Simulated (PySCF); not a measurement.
GaCl₂I, SMILES [Cl][Ga]([Cl])[I]. Geometry optimised at PBE-D3(BJ)/def2-SVP. The structure was generated by enumeration; whether it is a known compound was not checked. The def2 effective core potentials stand for the cores of I; spin–orbit coupling is left out.

Computed with PBE-D3(BJ)/def2-SVP (PySCF 2.14.0).

Harmonic wavenumbers (cm⁻¹): 87, 112, 116, 235, 404, 446. Rotational constants (GHz): 2.110, 0.7683, 0.5632; symmetry number 2.

Q: Work out the zero-point energy and the ideal-gas rigid-rotor harmonic-oscillator thermochemistry at 298.15 K and 1 atm.

A: ZPE = ½ Σ hcν = ½ × 1400 cm⁻¹ = 2.00 kcal/mol. H − E(el) = 6.41 kcal/mol. Entropy in cal/(mol K): translation 42.65, rotation 28.87, vibration 13.72, total 85.24. G − E(el) = -19.00 kcal/mol. Cp = 18.40 cal/(mol K). Modes under 150 cm⁻¹ make the vibrational entropy uncertain.
